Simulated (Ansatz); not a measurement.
Wavefunction ladder for `N[SiH](O)[Si](N)(F)F`

```xyz
13

N    -0.737    0.522   -1.788
Si   -0.300   -0.876   -0.887
O    -1.630   -1.569   -0.205
Si    1.142   -0.014    0.748
N     0.265    0.895    1.881
F     2.292    0.830    0.015
F     1.923   -1.115    1.595
H    -0.043    1.234   -1.956
H    -1.364    0.445   -2.575
H     0.278   -1.996   -1.675
H    -2.097   -1.040    0.445
H     0.605    1.035    2.819
H    -0.334    1.648    1.583
```

Charge 0, multiplicity 1. Geometry: relaxed with PBE0-D4/def2-TZVP. It is one conformer, not always the lowest. Frozen core, restricted reference, Ansatz. CBS rows extrapolate triple and quadruple zeta; past MP2 they add the triple-zeta difference.

```csv
basis,HF (Eh),MP2 corr.
def2-TZVPP,-964.46896,-1.39725
def2-QZVPP,-964.50684,-1.51704
```

Q: Estimate the CCSD correlation energy and the (T) correction in each basis where they were run (hartree).

A: 
| basis | CCSD corr. | (T) |
| --- | --- | --- |
| def2-TZVPP | -1.42985 | -0.04862 |
| CBS(def2) | -1.63837 | as TZ |
